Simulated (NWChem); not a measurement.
# Ionisation of O$_{2}$Zr

```xyz
3

Zr     0.0000     0.0000     0.2967
O     -1.4393     0.0000    -0.7418
O      1.4393     0.0000    -0.7418
```
Charge 0, spin multiplicity 1.

Everything below was run with NWChem. The geometry was optimised at B3LYP/def2-SVP with def2 effective core potentials on Zr, a minimum by its harmonic frequencies.

Basis set: def2-TZVPD. The species with one electron less has spin multiplicity 2 and keeps the geometry of the parent. Δ marks differences of total energies (open shells unrestricted). −ε marks an orbital energy of the parent. That orbital need not have the symmetry of the hole or added electron in the Δ rows.

Effective core potentials replace the inner electrons of Zr; spin-orbit coupling is left out. B3LYP has NWChem's definition, with VWN1-RPA local correlation. The structure started from a generated list of species. The stability of the SCF solutions was not checked.

One of these methods gave a first vertical ionisation energy of 10.48 eV. Which?
(A) ΔBHandHLYP
(B) ΔB3LYP
(C) −ε(HOMO) of HF
(D) G0W0@PBE0

C, −ε(HOMO) of HF. The others give 9.11 (ΔB3LYP), 8.60 (G0W0@PBE0), 8.89 (ΔBHandHLYP).
